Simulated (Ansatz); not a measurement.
Cartesian coordinates in Å:
```
C 0.1681 -1.3094 0.0114
C -0.0848 -0.0910 -0.4645
F -0.3731 0.0497 -1.7698
B -0.0591 1.1650 0.4266
Cl -0.3936 2.7353 -0.2307
H 0.1488 -2.1905 -0.6199
H 0.4002 -1.4242 1.0614
H 0.1935 1.0651 1.5855
```

The species carries charge 0 and has multiplicity 1.

List the r2SCAN/def2-TZVPP orbital energies in eV (Ansatz 0.2.0). (An estimate is asked.)

Computed: Occupied: -2753.70, -666.72, -275.34, -273.84, -255.10, -193.62, -193.54, -193.46, -181.78, -32.39, -22.06, -20.55, -15.95, -14.14, -12.73, -11.98, -11.77, -10.74, -9.99, -9.11, -9.11, -7.68, -7.28. Lowest empty: -3.03, 0.41, 1.06, 1.69, 2.43, 2.80, 3.25, 3.65.
